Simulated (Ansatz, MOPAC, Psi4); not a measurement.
Molecule: C4H6S (charge 0, singlet). SMILES: C1=CCSC1
Structure (B3LYP-D3(BJ)/def2-TZVP (Ansatz, a quantum-chemistry and plane-wave program) minimum search):
```xyz
11

C     -1.3436     0.0597    -0.0770
C     -0.7208    -1.3022    -0.0537
C      0.6008    -1.3627     0.0220
C      1.3435    -0.0632     0.0769
S      0.0562     1.2477     0.0148
H     -1.9152     0.2296    -0.9922
H     -2.0168     0.2132     0.7694
H     -1.3523    -2.1815    -0.0983
H      1.1506    -2.2959     0.0451
H      1.9270     0.0329     0.9953
H      2.0287     0.0492    -0.7663
```

Property: vertical ionisation energy to the doublet, in eV. Conventions: UHF or UKS for open shells; 6-311+G** with 5d, 6d on Na to Ar in Ansatz; each state is the SCF solution reached for its charge and spin; non-relativistic; dispersion terms only where a functional's name holds one; spin-orbit terms left out; six Cartesian d functions in 6-31G* and its kin unless marked 5d. Ab initio and DFT rows: single points at B3LYP-D3(BJ) geometries (Ansatz). Semi-empirical rows: differences of heats of formation at the shared geometry for vertical values.

| level | program | vertical ionisation energy to the doublet (eV) |
|---|---|---|
| PM6 | MOPAC | 8.28 |
| PBE/6-31G* | Ansatz | 8.06 |
| PBE/6-311+G** | Ansatz | 8.20 |
| B3LYP/3-21G | Ansatz | 8.38 |
| B3LYP/6-31G* | Ansatz | 8.29 |
| B3LYP/6-311+G** | Ansatz | 8.42 |
| wB97X-D/6-31G* | Psi4 | 8.43 |
| B3LYP/def2-TZVPD | Ansatz | 8.39 |
| wB97M-V/def2-TZVPD | Ansatz | 8.53 |
| wB97X-V/def2-TZVPD | Ansatz | 8.54 |

No value to compare with is used here. The 7 habitual levels span 8.06 (PBE/6-31G*) to 8.43 eV (wB97X-D/6-31G*); B3LYP/def2-TZVPD gives 8.39.

The levels are drawn from those run, B3LYP/6-31G* more often than the rest, none by its result; left out are runs that failed, that the program found above a lower state of the same kind, or whose <S^2> lies over 0.5 above the pure value.
